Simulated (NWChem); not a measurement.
Species: C$_{2}$H$_{7}$NSi, singlet; SMILES CN(C)[SiH]

```xyz
11

Si     0.0744    -1.4789     0.0000
H     -1.4534    -1.6641     0.0000
N      0.0052     0.2519     0.0000
C      1.2368     1.0166     0.0000
C     -1.1706     1.0955     0.0000
H      1.3041     1.6675    -0.8908
H      1.3041     1.6675     0.8908
H      2.1051     0.3416     0.0000
H     -1.1883     1.7523     0.8895
H     -1.1883     1.7523    -0.8895
H     -2.0805     0.4828     0.0000
```
Atoms are numbered in this order, from 1.

Level: PBE0/def2-SVP (NWChem), optimised geometry, unscaled harmonic frequencies. Low-valent species are run as closed-shell singlets; no triplet was tried in these runs.

```json
[
 {"frequency (cm⁻¹)": "206", "IR intensity (km/mol)": "0.4"},
 {"frequency (cm⁻¹)": "239", "IR intensity (km/mol)": "0.4"},
 {"frequency (cm⁻¹)": "331", "IR intensity (km/mol)": "0.1"},
 {"frequency (cm⁻¹)": "346", "IR intensity (km/mol)": "8.5"},
 {"frequency (cm⁻¹)": "388", "IR intensity (km/mol)": "0.5"},
 {"frequency (cm⁻¹)": "460", "IR intensity (km/mol)": "0.5"},
 {"frequency (cm⁻¹)": "679", "IR intensity (km/mol)": "15.5"},
 {"frequency (cm⁻¹)": "871", "IR intensity (km/mol)": "58.6"},
 {"frequency (cm⁻¹)": "1038", "IR intensity (km/mol)": "83.1"},
 {"frequency (cm⁻¹)": "1071", "IR intensity (km/mol)": "2.5"},
 {"frequency (cm⁻¹)": "1105", "IR intensity (km/mol)": "1.0"},
 {"frequency (cm⁻¹)": "1163", "IR intensity (km/mol)": "4.2"},
 {"frequency (cm⁻¹)": "1245", "IR intensity (km/mol)": "58.7"},
 {"frequency (cm⁻¹)": "1310", "IR intensity (km/mol)": "26.0"},
 {"frequency (cm⁻¹)": "1417", "IR intensity (km/mol)": "1.7"},
 {"frequency (cm⁻¹)": "1444", "IR intensity (km/mol)": "10.2"},
 {"frequency (cm⁻¹)": "1451", "IR intensity (km/mol)": "0.7"},
 {"frequency (cm⁻¹)": "1463", "IR intensity (km/mol)": "18.3"},
 {"frequency (cm⁻¹)": "1467", "IR intensity (km/mol)": "21.7"},
 {"frequency (cm⁻¹)": "1494", "IR intensity (km/mol)": "5.9"},
 {"frequency (cm⁻¹)": "2009", "IR intensity (km/mol)": "313.5"},
 {"frequency (cm⁻¹)": "3012", "IR intensity (km/mol)": "33.2"},
 {"frequency (cm⁻¹)": "3017", "IR intensity (km/mol)": "95.2"},
 {"frequency (cm⁻¹)": "3081", "IR intensity (km/mol)": "47.4"},
 {"frequency (cm⁻¹)": "3089", "IR intensity (km/mol)": "7.9"},
 {"frequency (cm⁻¹)": "3153", "IR intensity (km/mol)": "6.5"},
 {"frequency (cm⁻¹)": "3182", "IR intensity (km/mol)": "4.3"}
]
```

```yaml
zero_point_energy: 56.8 kcal/mol
thermal correction to the enthalpy at 298.15 K (with zero-point energy): 60.8 kcal/mol
heat capacity Cv: 19.0 cal/(mol K)
entropy at 298.15 K and 1 atm (symmetry number 1): 73.0 cal/(mol K)
dipole_moment: 2.37 D
```

Rigid rotor and harmonic oscillator.
